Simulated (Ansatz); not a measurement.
The cluster TeAs5⁻, relaxed as a singlet with RKS r2SCAN-D4/def2-SVPD in Ansatz, starting from the GFN2-xTB geometry. Force threshold 0.02 eV/Å.

In the def2 sets Te takes a core potential; there is no spin–orbit coupling. The restricted singlet is unstable towards broken spin symmetry in Hartree–Fock (as tested in another run); at r2SCAN-D4/def2-SVPD this wasn't settled. Another isomer (singlet) lies 0.19 eV lower at PBE0-D4/def2-TZVPD; other spin states weren't run for this one.

Start:

```tsv
atom	x (Å)	y (Å)	z (Å)
As1	-1.7504	0.8824	-1.5751
As2	0.0004	-1.9497	0.2317
As3	-0.1244	1.9273	-0.3306
As4	0.8213	0.1262	0.7001
As5	-1.6740	-1.4046	-1.2430
Te6	2.7272	0.4184	2.2169
```

| step | energy (eV) | largest force component (eV/Å) | SCF passes |
| --- | --- | --- | --- |
| 1 | -311471.3934 | 0.527 | 21 |
| 2 | -311471.4108 | 0.298 | 24 |
| 3 | -311471.4436 | 0.059 | 22 |
| 4 | -311471.4439 | 0.017 | 24 |

Force components are those of the run's own axes.

End:

Cartesian coordinates in Å:
```
As -1.782 0.884 -1.599
As -0.016 -1.963 0.220
As -0.145 1.938 -0.348
As 0.868 0.134 0.725
As -1.705 -1.417 -1.265
Te 2.779 0.424 2.268
```

By distances, no bond broke or formed. The bond that changes most is As3–As4, from 2.28 to 2.33 Å (atoms count from 1).

No frequencies were taken in this run, so the end may be a saddle point.

Run time 34 s (4 threads of Arm Neoverse V1 on a shared host).
